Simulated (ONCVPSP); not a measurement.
PBE ONCV dataset for Ga (Z = 31), scalar-relativistic all-electron reference.

The input file (ONCVPSP 4.0.1):

```
# ATOM AND REFERENCE CONFIGURATION
# atsym  z   nc   nv     iexc    psfile
  Ga 31.00    6    2        4      upf
#
#   n    l    f
    1    0    2.00
    2    0    2.00
    2    1    6.00
    3    0    2.00
    3    1    6.00
    3    2   10.00
    4    0    2.00
    4    1    1.00
#
# PSEUDOPOTENTIAL AND OPTIMIZATION
# lmax
    2
#
#   l,   rc,      ep,       ncon, nbas, qcut
    0    1.45    0.00    3    7    5.30
    1    2.75    0.00    4    9    3.50
    2    2.95    0.05    3    6    3.00
#
# LOCAL POTENTIAL
# lloc, lpopt,  rc(5),   dvloc0
    0    5    1.45    0.00
#
# VANDERBILT-KLEINMAN-BYLANDER PROJECTORs
# l, nproj, debl
    0    0    1.70
    1    3    1.30
    2    2    3.80
#
# MODEL CORE CHARGE
# icmod, fcfact, rcfact
    0    0.00    0.00
#
# LOG DERIVATIVE ANALYSIS
# epsh1, epsh2, depsh
   -2.00    5.00    0.02
#
# OUTPUT GRID
# rlmax, drl
    6.00    0.01
#
# TEST CONFIGURATIONS
# ncnf
    4
# nvcnf
#   n    l    f
    2
    4    0    2.00
    4    1    0.00
#
    2
    4    0    1.00
    4    1    0.00
#
    2
    4    0    2.00
    4    1    0.50
#
    2
    4    0    1.00
    4    1    2.00
#
```

Command:

```bash
oncvpsp.x < Ga.dat > Ga.out
```

The program printed (shortened: citation, most of the input echo, consistency checks and plot data are left out):

```
ONCVPSP  (Optimized Norm-Conservinng Vanderbilt PSeudopotential)
scalar-relativistic version 4.0.1

#   n    l    f        energy (Ha)
    1    0    2.00    -3.7594425E+02
    2    0    2.00    -4.6389588E+01
    2    1    6.00    -4.0381495E+01
    3    0    2.00    -5.4435284E+00
    3    1    6.00    -3.6330117E+00
    3    2   10.00    -7.0391502E-01
    4    0    2.00    -3.2885947E-01
    4    1    1.00    -9.4783800E-02

Reference configufation results
  iterations    31
  all-electron total energy (Ha)   -1.94393780D+03

Begin loop to  construct optimized pseudo wave functions
and semi-local pseudopoentials for all angular momenta

Calculating optimized projector #   1

 for l=   0

    Fraction of norm inside rc  0.140567
    Optimizing pswf for qcut=   5.31 a_B^-1,  ecut=  14.09 Ha
    Residual kinetic energy error=  1.31D-04 Ha

    Energy error per electron        Cutoff
         Ha          eV             Ha
         0.01000     0.27211        4.87
         0.00100     0.02721        7.34
         0.00010     0.00272       22.34
         0.00001     0.00027      113.16

   Wellstate for l =  1  n =  6
     eigenvalue =   1.2052
     asymptotic potential =   1.7052
     half-point radius =  5.5625

   Wellstate for l =  1  n =  7
     eigenvalue =   2.5052
     asymptotic potential =   3.0052
     half-point radius =  5.1344

Calculating optimized projector #   1

 for l=   1

    Fraction of norm inside rc  0.388932
    Optimizing pswf for qcut=   3.50 a_B^-1,  ecut=   6.12 Ha
    Residual kinetic energy error=  9.62D-06 Ha

    Energy error per electron        Cutoff
         Ha          eV             Ha
         0.01000     0.27211        1.32
         0.00100     0.02721        2.15
         0.00010     0.00272        2.96
         0.00001     0.00027        6.08

Calculating optimized projector #   2

 for l=   1

    Fraction of norm inside rc  0.162901
    Optimizing pswf for qcut=   3.50 a_B^-1,  ecut=   6.12 Ha
    Residual kinetic energy error=  2.17D-04 Ha

    Energy error per electron        Cutoff
         Ha          eV             Ha
         0.01000     0.27211        2.57
         0.00100     0.02721        3.93
         0.00010     0.00272        8.29
         0.00001     0.00027       37.85

Calculating optimized projector #   3

 for l=   1

    Fraction of norm inside rc  0.184794
    Optimizing pswf for qcut=   3.50 a_B^-1,  ecut=   6.12 Ha
    Residual kinetic energy error=  3.16D-03 Ha

    Energy error per electron        Cutoff
         Ha          eV             Ha
         0.01000     0.27211        4.75
         0.00100     0.02721        6.90
         0.00010     0.00272       13.69
         0.00001     0.00027       31.00

   Wellstate for l =  2  n =  4
     eigenvalue =   0.0500
     asymptotic potential =   0.5500
     half-point radius = 21.9687

   Wellstate for l =  2  n =  8
     eigenvalue =   3.8500
     asymptotic potential =   4.3500
     half-point radius =  5.4385

Calculating optimized projector #   1

 for l=   2

    Fraction of norm inside rc  0.016113
    Optimizing pswf for qcut=   3.00 a_B^-1,  ecut=   4.50 Ha
    Residual kinetic energy error=  7.16D-06 Ha

    Energy error per electron        Cutoff
         Ha          eV             Ha
         0.01000     0.27211        0.33
         0.00100     0.02721        0.99
         0.00010     0.00272        2.33
         0.00001     0.00027        4.20

Calculating optimized projector #   2

 for l=   2

    Fraction of norm inside rc  0.172316
    Optimizing pswf for qcut=   3.00 a_B^-1,  ecut=   4.50 Ha
    Residual kinetic energy error=  3.81D-01 Ha

    Energy error per electron        Cutoff
         Ha          eV             Ha
         0.01000     0.27211        6.05
         0.00100     0.02721       17.36
         0.00010     0.00272       23.90
         0.00001     0.00027       45.42

Construct Vanderbilt / Kleinmman-Bylander projectors

B matrix Hermiticity error, ll=   1
   1   2   -3.7288E-05
   1   3    5.0556E-05
   2   3    5.3318E-05

  Orthonormal projector coefficients -5.7762E+00  1.5370E+00  5.4863E-01

B matrix Hermiticity error, ll=   2
   1   2   -6.8740E-06

  Orthonormal projector coefficients -4.7097E+00  2.1078E-01

Pseudoatom total energy   -2.095766

Diagnostic tests using Vanderbilt-Kleinman-Bylander pseudopotentials
  1 or more projectors used as specified by nproj input data

   l    rcore       rmatch      e in        delta e   norm test  slope test

   0   1.4519697   1.4960546  -0.3288595  -0.0000265   0.9999474   1.0001264

   1   2.7538576   2.8374707  -0.0947838  -0.0000001   1.0000151   1.0000234
   1   2.7538576   2.8374707   1.2052162   0.0000063   1.0001065   1.0001065
   1   2.7538576   2.8374707   2.5052162   0.0000229   1.0001595   1.0001595

   2   2.9588112   3.0486471   0.0500000  -0.0000530   0.9999957   0.9999957
   2   2.9588112   3.0486471   3.8500000  -0.0000338   0.9999152   0.9999152

 Testing for bound ghosts
   n   l    E NL Schr. Eq   E Basis Diag.   E Cutoff

   2   1       -0.094784       -0.090697     65.75

 Testing for highly-localized positive-energy ghosts
       l    <radius>/rc     E Basis Diag.   E Cutoff

Test configuration 0

   n   l     f        eae           eps        diff
   1   0  2.0000 -375.94425129
   2   0  2.0000  -46.38958798
   2   1  6.0000  -40.38149478
   3   0  2.0000   -5.44352838
   3   1  6.0000   -3.63301169
   3   2 10.0000   -0.70391502
   4   0  2.0000   -0.32885947   -0.32888600   -2.65D-05
   4   1  1.0000   -0.09478380   -0.09478393   -1.28D-07

    Total energies and differences
      AE_ref= -1.94393780D+03  AE_tst= -1.94393780D+03  dif=  0.00D+00
      PS_ref= -2.09576625D+00  PS_tst= -2.09576625D+00  dif= -3.11D-15
      PSP excitation error=  3.11D-15

Test configuration 1

   n   l     f        eae           eps        diff
   1   0  2.0000 -376.25088414
   2   0  2.0000  -46.69347132
   2   1  6.0000  -40.68571976
   3   0  2.0000   -5.74784119
   3   1  6.0000   -3.93746457
   3   2 10.0000   -1.00775638
   4   0  2.0000   -0.60019325   -0.60071547   -5.22D-04

    Total energies and differences
      AE_ref= -1.94393780D+03  AE_tst= -1.94372876D+03  dif=  2.09D-01
      PS_ref= -2.09576625D+00  PS_tst= -1.88699426D+00  dif=  2.09D-01
      PSP excitation error=  2.65D-04

Test configuration 2

   n   l     f        eae           eps        diff
   1   0  2.0000 -376.70002363
   2   0  2.0000  -47.13262576
   2   1  6.0000  -41.12570041
   3   0  2.0000   -6.19075951
   3   1  6.0000   -4.38038008
   3   2 10.0000   -1.44638641
   4   0  1.0000   -0.95804225   -0.95127685    6.77D-03

    Total energies and differences
      AE_ref= -1.94393780D+03  AE_tst= -1.94295231D+03  dif=  9.85D-01
      PS_ref= -2.09576625D+00  PS_tst= -1.11200022D+00  dif=  9.84D-01
      PSP excitation error=  1.72D-03

Test configuration 3

   n   l     f        eae           eps        diff
   1   0  2.0000 -376.08603799
   2   0  2.0000  -46.53045542
   2   1  6.0000  -40.52248217
   3   0  2.0000   -5.58454472
   3   1  6.0000   -3.77408849
   3   2 10.0000   -0.84483076
   4   0  2.0000   -0.45671221   -0.45701909   -3.07D-04
   4   1  0.5000   -0.20660640   -0.20636629    2.40D-04

    Total energies and differences
      AE_ref= -1.94393780D+03  AE_tst= -1.94386319D+03  dif=  7.46D-02
      PS_ref= -2.09576625D+00  PS_tst= -2.02119946D+00  dif=  7.46D-02
      PSP excitation error=  4.53D-05

Test configuration 4

   n   l     f        eae           eps        diff
   1   0  2.0000 -376.01587995
   2   0  2.0000  -46.45782207
   2   1  6.0000  -40.44985786
   3   0  2.0000   -5.51466706
   3   1  6.0000   -3.70410928
   3   2 10.0000   -0.77302955
   4   0  1.0000   -0.36910737   -0.36777740    1.33D-03
   4   1  2.0000   -0.12305940   -0.12352429   -4.65D-04

    Total energies and differences
      AE_ref= -1.94393780D+03  AE_tst= -1.94369754D+03  dif=  2.40D-01
      PS_ref= -2.09576625D+00  PS_tst= -1.85628028D+00  dif=  2.39D-01
      PSP excitation error=  7.76D-04
```

The run took about 3.6 s on one core of a shared server CPU.
